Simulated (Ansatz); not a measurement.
Molecule: sum formula SiHF (charge -1, doublet). 
Coordinates optimised at B3LYP-D3(BJ)/def2-TZVP (Ansatz, a program for electronic structure):
```
Si
F 1 1.7121
H 1 1.5699 2 96.07
```
Charge -1, spin multiplicity 2.

Basis-set convergence of Hartree-Fock and MP2 correlation energies (hartree) with Ansatz. Cores are frozen in the correlated levels unless marked. UHF or UKS for open shells. No spin-orbit coupling. Non-relativistic. This anion needs diffuse functions, which these sets lack.

```csv
basis,functions,E(HF),"E(corr, MP2)"
def2-SVP,37,-388.77117,-0.26730
def2-TZVPP,87,-389.01276,-0.36148
def2-QZVPP,157,___,___
```

Question: What belongs in the gaps?

Answer: 
- def2-QZVPP, E(HF): -389.03053
- def2-QZVPP, E(corr, MP2): -0.39647
